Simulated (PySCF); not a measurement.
Which functional comes closest?

Molecule: `c1c(NC)ccnc1`, C$_{6}$H$_{8}$N$_{2}$.

Structure with atom numbers: `[CH3:1][NH:2][c:3]1[cH:4][cH:5][n:6][cH:7][cH:8]1`. Each H is labelled by its parent atom.

Geometry PBE0-D3(BJ)/def2-SVP throughout; GIAO in PySCF 2.14.0 with density-fitted response routines, gas phase, one conformer, non-relativistic; equivalent atoms averaged; basis pcSseg-1.

Reference values (estimated from measurements, as parent shift plus tabulated substituent increments; solution, not stated per compound (mostly CDCl3 or CCl4); Pretsch, Buehlmann, Badertscher, Structure Determination of Organic Compounds, 4th ed. (2009)): δ(C5/C7) = 150.3 ppm, δ(C4/C8) = 107.8 ppm, δ(C3) = 155.7 ppm. Computed shifts are taken against TMS, calculated as an isolated molecule at each level.

How do the functionals HF, LDA, PBE, BLYP, B3LYP, PBE0, mPW1PW91, B97-2, LC-wPBE perform against the reference? Times are CPU seconds on shared hosts with different chips, so compare them loosely; the GGAs took longer than the global hybrids here, which isn't the general rule, and the cause wasn't traced.

Results:


```tsv
functional	kind	C5/C7	C4/C8	C3	mean abs. error C	core-s
HF	Hartree–Fock	163.2	106.6	165.8	8.1	8
LDA	LDA	158.0	112.5	156.1	4.3	20
PBE	GGA	152.3	107.8	151.0	2.2	25
BLYP	GGA	153.2	108.3	153.1	2.0	25
B3LYP	global hybrid	156.4	109.7	157.2	3.2	21
PBE0	global hybrid	155.9	109.3	155.8	2.4	22
mPW1PW91	global hybrid	156.1	109.3	156.0	2.5	16
B97-2	global hybrid	152.6	106.7	152.6	2.2	19
LC-wPBE	range-separated hybrid	163.0	112.9	164.0	8.7	44
```

For $^{13}$C the closest is BLYP (2.0 ppm, with B97-2, PBE practically level) and the furthest LC-wPBE (8.7 ppm). One molecule is a small sample, and vibrational and solvent effects are absent from the calculation.
